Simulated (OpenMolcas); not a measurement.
A run on Cu2+ with 4 ligands (fluoride) in square-planar coordination (D4h) at 1.83 Å. A charge of +0.5 e stands 3.2 Å behind each ligand. Ligand basis ANO-RCC-VDZP.

```yaml
Program: OpenMolcas 26.06
Method: CASSCF
Basis: ANO-RCC-VTZP [6s5p3d2f1g]
Scalar_Hamiltonian: DKH2, point nucleus
Active_space: 9 electrons in 5 orbitals (3d)
State_averaging: 2S+1 = 2 even, 5 roots
Spin-orbit_coupling: state interaction with AMFI integrals over the reference wave functions
```

115 basis functions. Blocks (2S+1, parity, CSFs, roots kept): 2, even, 5, 5.

How long do the RASSCF and RASSI steps take on 1 thread of Arm Neoverse V1, on a shared host?

About 6.8 s of wall time, without the integral step.
